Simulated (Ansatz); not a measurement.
Species: [Nb(F)(OH)4] (charge 0, multiplicity 1), formula H4FNbO4.

### Question
How many basis functions does Ansatz (a quantum-chemistry and plane-wave program) with frozen-core CCSD(T)/def2-TZVPP // r2SCAN-D4/def2-SVP use, how many core orbitals are frozen, and how many electrons are correlated?

### Answer
267 basis functions and 5 frozen orbitals, which leaves 48 correlated electrons. Core time is of the order of minutes.
